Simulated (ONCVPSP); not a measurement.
S, ONCV: configuration errors across variants

sulfur (S), optimised norm-conserving Vanderbilt (ONCV), made with ONCVPSP 4.0.1 (PBE, scalar-relativistic). Core [He], reference 2s2 2p6 3s2 3p3 (charge +1). Waves: 2s+3s: rc 0.40 bohr, ncon 4, nbas 8, qcut 35.3 1/bohr, 2 projectors; 2p+3p: rc 0.70 bohr, ncon 4, nbas 8, qcut 15.9 1/bohr, 2 projectors. Local part: polynomial inside 0.30 bohr (lpopt 5, dvloc0 1 Ha). Core correction: Teter function, fcfact 3.5, rcfact 1.05.

All-electron excitation energies from the reference (eV): (1) 2s2 2p6 3s2 3p4 -11.769; (2) 2s2 2p6 3s2 3p2 22.284; (3) 2s2 2p6 3s2 3p1 56.325; (4) 2s2 2p6 3s1 3p5 -1.458.

Errors AE − PS in meV (a dash: test not solved or not reliable):

```
    change   (1)   (2)   (3)   (4)  bound ghosts  GHOST(+) flags above zero
      base   0.0  +1.0  +5.3  +1.3          none                       none
 p: rc 0.5  -0.1  +0.6  +2.7  +1.0          none                       none
p: rc 0.56  -0.2  +0.8  +3.9  +0.9          none                       none
 p: rc 0.8  +0.2  +0.9  +5.6  +1.8          none                       none
p: rc 0.88  +0.4  +0.7  +5.5  +2.2          none                       none
p: rc 0.92  +0.5  +0.6  +5.3  +2.4          none                       none
   p: rc 1  +0.7  +0.4  +4.8  +2.7          none                       none
```

Give the same row for: p: rc 0.62.

-0.1, +1.0, +4.7, +1.0; bound ghosts: none; GHOST(+) flags above zero: none.
